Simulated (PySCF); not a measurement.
**Xe (xenon, neutral) across methods**

[Xe], closed-shell 1S. Calculation: PySCF 2.14, in ANO-RCC-VTZP (7s6p4d2f1g, 68 functions); the spin-free X2C one-electron Hamiltonian (Gaussian nucleus).

| method | E (hartree) | mean ε 4d (eV) | mean ε 5s (eV) | mean ε 5p (eV) | Σ⟨r²⟩ (bohr²) | ⟨S²⟩ |
| --- | --- | --- | --- | --- | --- | --- |
| CAM-B3LYP | -7446.64 | -64.051 | -23.613 | -10.820 | 60.83 | 0.000 |
| r2SCAN | -7446.23 | -60.580 | -20.387 | -8.601 | 60.74 | 0.000 |
| UHF | -7443.22026 | -72.518 | -27.446 | -12.404 | 61.05 | 0.000 |
| PBE | -7445.80 | -59.270 | -19.684 | -8.235 | 60.86 | 0.000 |
| PBE0 | -7445.88 | -62.885 | -21.911 | -9.534 | 60.70 | 0.000 |
| B3LYP | -7446.32 | -62.084 | -21.467 | -9.221 | 60.88 | 0.000 |
| wB97X-V | -7445.95 | -65.201 | -24.834 | -11.888 | 60.69 | 0.000 |

Problem. Estimate the same row for LDA.

Solution. E (hartree) = -7439.53; mean ε 4d (eV) = -59.303; mean ε 5s (eV) = -19.921; mean ε 5p (eV) = -8.380; Σ⟨r²⟩ (bohr²) = 60.79; ⟨S²⟩ = 0.000.
